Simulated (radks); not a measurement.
Problem. All-electron atom: Pt64+ in [Ne] 3s2 3p2. Calculated with a radial shooting solver on a logarithmic mesh with Libxc functionals: non-relativistic Kohn-Sham, LB94 model potential, spin-polarised, spherical densities, point nucleus; open shells are filled with parallel spins first (spin-orbit coupling, left out, can overturn this in heavy ions); relativity is left out, which matters for an element this heavy. Some entries of the table are withheld. Estimate them.

orbital,occ.,eigenvalue (eV),<1/r> (bohr^-1)
1s down,1,-76682.20,77.51
1s up,1,-76682.03,77.51
2s up,1,-16978.84,18.48
2s down,1,-16978.77,18.47
2p up,3,(1),18.48
2p down,3,(2),18.47
3s up,1,(3),7.815
3s down,1,(4),7.831
3p up,2,(5),7.788
3p down,0,(6),7.811

Solution. 
(1) 2p up eigenvalue (eV): -16584.93
(2) 2p down eigenvalue (eV): -16579.97
(3) 3s up eigenvalue (eV): -7073.896
(4) 3s down eigenvalue (eV): -7055.237
(5) 3p up eigenvalue (eV): -6926.326
(6) 3p down eigenvalue (eV): -6911.153
